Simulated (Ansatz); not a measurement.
Ansatz (an electronic-structure program) input for C4H3N2, SMILES [c]1cncnc1, multiplicity 2, PBE-D3(BJ)/def2-SVP. 

Ansatz 0.2 input:
```yaml
crystal:
  periodic: [false, false, false]
  atoms:
    - {symbol: C, position_ang: [-0.00000000, 0.00000001, 1.36593765]}
    - {symbol: C, position_ang: [-0.00000000, -1.18911127, 0.68679558]}
    - {symbol: N, position_ang: [-0.00000000, -1.17781246, -0.64567253]}
    - {symbol: C, position_ang: [0.00000000, -0.00000001, -1.23428891]}
    - {symbol: N, position_ang: [-0.00000000, 1.17781245, -0.64567254]}
    - {symbol: C, position_ang: [0.00000000, 1.18911128, 0.68679557]}
    - {symbol: H, position_ang: [0.00000001, -2.15943011, 1.16280347]}
    - {symbol: H, position_ang: [0.00000000, -0.00000002, -2.31763083]}
    - {symbol: H, position_ang: [-0.00000001, 2.15943012, 1.16280345]}
basis:
  gaussian:
    orbitals: def2-SVP
hamiltonian:
  xc: pbe
  dispersion: d3bj
magnetization: {spin_polarized: true, initial_magnetization: 1}
relax: {f_tol: 0.002, max_steps: 200}
```

Output:

```
WARN ansatz: RAYON_NUM_THREADS=1 ignored (pool sized by the plan → 1); use --threads N
Functional definition: PBE
integrals: 0.04 GiB planned
1150 factors; their error is unknown
mean field: 0.34 GiB planned
mean field evaluation 1: about -7153.8955 eV, gradient 3.4e1 eV
mean field evaluation 2: about -7148.5177 eV, gradient 4.9e1 eV
mean field evaluation 4: about -7159.9726 eV, gradient 4.0e0 eV
mean field evaluation 8: about -7160.0553 eV, gradient 1.1e-1 eV
mean field evaluation 16: about -7159.9738 eV, gradient 2.4e-3 eV
mean field evaluation 32: about -7154.7822 eV, gradient 2.2e1 eV
mean field -7159.97376092 eV, -263.1241825093 hartree, gradient 1.8e-5 eV, S^2 0.755449; 3 other end points of the search recorded, 0 dependent functions left out
the calculation of the forces begins
reference -7159.97378920 eV, -263.1241835484 hartree; 21, 20 occupied and 78, 79 virtual orbitals, 1150 factors
relax step   1: F+E_penalty+E_count = -7160.19599063 eV  Δ(F+E_penalty+E_count) = +0.000e0 eV  max|allowed force component| = 1.194e0 eV/Å  Δτ_max = 0.0000 Å  (85 SCF iters, accepted)
these checks for a lower state are left out or cut short: starts, cluster_reference, orbital_swaps, neighbouring_geometries, increment
integrals: 0.04 GiB planned
1150 factors; their error is unknown
mean field: 0.33 GiB planned
mean field -7160.07095564 eV, -263.1277543494 hartree, gradient 2.0e-5 eV, S^2 0.755759; 0 other end points of the search recorded, 0 dependent functions left out
the calculation of the forces begins
reference -7160.07098437 eV, -263.1277554053 hartree; 21, 20 occupied and 78, 79 virtual orbitals, 1150 factors
relax step   2: F+E_penalty+E_count = -7160.29246359 eV  Δ(F+E_penalty+E_count) = -9.647e-2 eV  max|allowed force component| = 4.135e-1 eV/Å  Δτ_max = 0.0346 Å  (37 SCF iters, accepted)
these checks for a lower state are left out or cut short: starts, cluster_reference, orbital_swaps, neighbouring_geometries, increment
integrals: 0.04 GiB planned
1150 factors; their error is unknown
mean field: 0.33 GiB planned
mean field -7160.08047127 eV, -263.1281040422 hartree, gradient 2.2e-5 eV, S^2 0.755881; 0 other end points of the search recorded, 0 dependent functions left out
the calculation of the forces begins
reference -7160.08050014 eV, -263.1281051034 hartree; 21, 20 occupied and 78, 79 virtual orbitals, 1150 factors
relax step   3: F+E_penalty+E_count = -7160.30162605 eV  Δ(F+E_penalty+E_count) = -9.162e-3 eV  max|allowed force component| = 7.001e-2 eV/Å  Δτ_max = 0.0129 Å  (37 SCF iters, accepted)
these checks for a lower state are left out or cut short: starts, cluster_reference, orbital_swaps, neighbouring_geometries, increment
integrals: 0.04 GiB planned
1150 factors; their error is unknown
mean field: 0.33 GiB planned
mean field -7160.08071511 eV, -263.1281130033 hartree, gradient 2.3e-5 eV, S^2 0.755883; 0 other end points of the search recorded, 0 dependent functions left out
the calculation of the forces begins
reference -7160.08074399 eV, -263.1281140644 hartree; 21, 20 occupied and 78, 79 virtual orbitals, 1150 factors
relax step   4: F+E_penalty+E_count = -7160.30184681 eV  Δ(F+E_penalty+E_count) = -2.208e-4 eV  max|allowed force component| = 3.165e-2 eV/Å  Δτ_max = 0.0017 Å  (38 SCF iters, accepted)
these checks for a lower state are left out or cut short: starts, cluster_reference, orbital_swaps, neighbouring_geometries, increment
integrals: 0.04 GiB planned
1150 factors; their error is unknown
mean field: 0.33 GiB planned
mean field evaluation 64: about -7160.0807 eV, gradient 1.7e-5 eV
mean field -7160.08074561 eV, -263.1281141241 hartree, gradient 1.7e-5 eV, S^2 0.755877; 0 other end points of the search recorded, 0 dependent functions left out
the calculation of the forces begins
reference -7160.08077448 eV, -263.1281151850 hartree; 21, 20 occupied and 78, 79 virtual orbitals, 1150 factors
relax step   5: F+E_penalty+E_count = -7160.30187828 eV  Δ(F+E_penalty+E_count) = -3.147e-5 eV  max|allowed force component| = 2.340e-3 eV/Å  Δτ_max = 0.0009 Å  (28 SCF iters, accepted)
these checks for a lower state are left out or cut short: starts, cluster_reference, orbital_swaps, neighbouring_geometries, increment
integrals: 0.04 GiB planned
1150 factors; their error is unknown
mean field: 0.33 GiB planned
mean field -7160.08074521 eV, -263.1281141095 hartree, gradient 6.8e-6 eV, S^2 0.755877; 0 other end points of the search recorded, 0 dependent functions left out
the calculation of the forces begins
reference -7160.08077408 eV, -263.1281151704 hartree; 21, 20 occupied and 78, 79 virtual orbitals, 1150 factors
relax step   6: F+E_penalty+E_count = -7160.30187834 eV  Δ(F+E_penalty+E_count) = -5.941e-8 eV  max|allowed force component| = 4.067e-4 eV/Å  Δτ_max = 0.0000 Å  (25 SCF iters, accepted)
integrals: 0.04 GiB planned
1150 factors; their error is unknown
mean field: 0.33 GiB planned
mean field -7160.08074521 eV, -263.1281141095 hartree, gradient 7.2e-6 eV, S^2 0.755877; 1 other end points of the search recorded, 0 dependent functions left out
the calculation of the forces begins
reference -7160.08077408 eV, -263.1281151704 hartree; 21, 20 occupied and 78, 79 virtual orbitals, 1150 factors
Total energy: -7160.30190721 eV, -263.1362416630 hartree
Atom 0 at     0.000000     0.000000     1.371030 Å, force     0.000000     0.000000    -0.000044 eV/Å
Atom 1 at     0.000000    -1.210103     0.692475 Å, force     0.000000     0.000145    -0.000277 eV/Å
Atom 2 at     0.000000    -1.203991    -0.660362 Å, force    -0.000000    -0.000040     0.000174 eV/Å
Atom 3 at    -0.000000    -0.000000    -1.250426 Å, force    -0.000000     0.000000     0.000406 eV/Å
Atom 4 at    -0.000000     1.203991    -0.660362 Å, force     0.000000     0.000040     0.000174 eV/Å
Atom 5 at    -0.000000     1.210103     0.692475 Å, force    -0.000000    -0.000145    -0.000277 eV/Å
Atom 6 at     0.000000    -2.192526     1.196735 Å, force     0.000000    -0.000157     0.000031 eV/Å
Atom 7 at    -0.000000    -0.000000    -2.356428 Å, force     0.000000     0.000000    -0.000216 eV/Å
Atom 8 at    -0.000000     2.192526     1.196735 Å, force    -0.000000     0.000157     0.000031 eV/Å
Dipole moment:     0.000000     0.000000     0.182763 e Å
```

The run converged.

Cost: very roughly 24 core-seconds.
